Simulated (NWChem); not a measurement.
PbH$_{2}$, singlet; SMILES [PbH2]

Low-valent species are run as closed-shell singlets; no triplet was tried in these runs. def2 effective core potentials on Pb; no spin-orbit coupling.

Give the equilibrium geometry at PBE0/def2-SVP with def2 effective core potentials on Pb (NWChem) as a list of bonds and angles, with the point group.

point group C2v; any orientation.
Bonds (Å): Pb1–H2 1.853, Pb1–H3 1.853. Angles (°): H2–Pb1–H3 89.9.
